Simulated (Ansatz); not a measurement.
`N[CH2][SnH2][NH2]` + H₂ → `[NH2][SnH3]` + CH₃NH₂  (hydrogenolysis of the Sn–C bond)

Computed with Ansatz on PBE0-D4/def2-TZVP structures; ΔE is electronic, products minus reactants. CCSD(T)/CBS is the MP2 limit (def2-TZVPP, def2-QZVPP) plus CCSD(T) − MP2 in def2-TZVPP, frozen cores. This one scheme is used for every species. Functionals use def2-TZVPP. def2 core potentials past Kr. For Sn outer-core shells are correlated without core-valence functions, which leaves a few kJ/mol of doubt a bond. Each species was taken in one conformer, which may not be the lowest.

`N[CH2][SnH2][NH2]`:

Cartesian coordinates in Å:
```
N 0.427 1.184 1.292
C 0.926 -0.099 0.813
Sn -0.614 -0.978 -0.424
N -1.005 0.196 -2.036
H 1.146 1.696 1.790
H -0.343 1.057 1.936
H 1.253 -0.800 1.593
H 1.780 0.075 0.154
H -0.197 -2.523 -1.032
H -2.059 -1.037 0.495
H -0.346 0.050 -2.790
H -0.968 1.180 -1.793
```

H₂:

Cartesian coordinates in Å:
```
H -0.186 0.317 0.064
H 0.186 -0.317 -0.064
```

`[NH2][SnH3]`:

Cartesian coordinates in Å:
```
N 1.057 -0.713 -0.158
Sn -0.705 0.289 -0.011
H 1.783 -0.170 -0.607
H 1.418 -1.009 0.740
H -1.160 0.668 -1.609
H -1.797 -0.793 0.727
H -0.597 1.728 0.919
```

CH₃NH₂:

Cartesian coordinates in Å:
```
C -0.205 -0.386 -0.363
N 0.332 0.348 0.770
H -0.377 0.210 -1.271
H -1.155 -0.844 -0.080
H 0.476 -1.200 -0.623
H -0.290 1.101 1.035
H 1.219 0.772 0.532
```

CCSD(T)/CBS gives -9.3 kcal/mol.

Problem. Another level gave -11.5 kcal/mol. Which?
A. PBE0-D4/def2-TZVPP
B. CAM-B3LYP-D4/def2-TZVPP
C. revPBE-D4/def2-TZVPP
D. HF/def2-TZVPP

Solution. A. PBE0-D4 -11.5, revPBE-D4 -9.0, HF/def2-TZVPP -18.6, CAM-B3LYP-D4 -12.6 kcal/mol.

Problem. What do rigid-rotor, harmonic-oscillator terms from PBE0-D4/def2-TZVP frequencies (298.15 K, 1 bar) make of the CCSD(T)/CBS value? (Best estimate.)

Solution. The calculation gave: ΔZPE = +3.9 kcal/mol, ΔH = -6.5 kcal/mol, ΔS = 36 J/(mol·K), ΔG = -9.1 kcal/mol. Modes under 50 cm⁻¹ make the entropy rough.

Largest T1 diagnostic among the species: 0.013.

At CCSD(T), def2-SVP lies −4.6 kcal/mol from the extrapolated value and def2-TZVPP −1.3 kcal/mol. Leaving LDA and LC-ωPBE aside and taking each functional with its dispersion term where it has one, the values, not all of them listed here, spread over 5.5 kcal/mol, from B97M-V to revPBE-D4. LDA lies +0.8 kcal/mol from PBE without D4. In def2-TZVPP, CCSD(T) changes the Hartree–Fock value by +8.0 kcal/mol (the triples alone add +1.5 kcal/mol) and MP2 by +10.0 kcal/mol.
